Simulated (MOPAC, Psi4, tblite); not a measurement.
Intermolecular potential of Cl2Zn ··· C2H4 (SMILES [Cl][Zn][Cl] and C=C), singlet. Monomers: optimised at B3LYP-D3(BJ) (def2-TZVP), held rigid. Orientation: lowest of the rigid-body minima from ten starts at GFN2-xTB. R is the distance of the centres of mass, along which the second monomer moves. The table gives interaction energies.

| R / Å | A | B | C |
|---|---|---|---|
| 2.40 | -15.14 | -7.24 | -2.37 |
| 2.55 | -13.54 | -9.04 | -4.79 |
| 2.79 | -6.48 | -9.88 | -6.03 |
| 2.99 | -0.22 | -9.45 | -5.84 |
| 3.19 | 4.24 | -8.38 | -5.19 |
| 3.53 | 6.91 | -6.04 | -3.86 |
| 3.80 | 6.25 | -4.38 | -2.91 |
| 4.33 | 3.52 | -2.13 | -1.63 |
| 5.00 | 1.36 | -0.82 | -0.80 |
| 5.99 | 0.29 | -0.23 | -0.31 |
| 7.26 | 0.03 | -0.06 | -0.11 |

Energies in kcal/mol.

Assign the columns to these levels of theory: GFN2-xTB (tblite); PM3, restricted, heats of formation in MOPAC 23.2.5; wB97M-V/def2-TZVP, counterpoise-corrected (Psi4).

A is PM3; B is GFN2-xTB; C is wB97M-V/def2-TZVP.
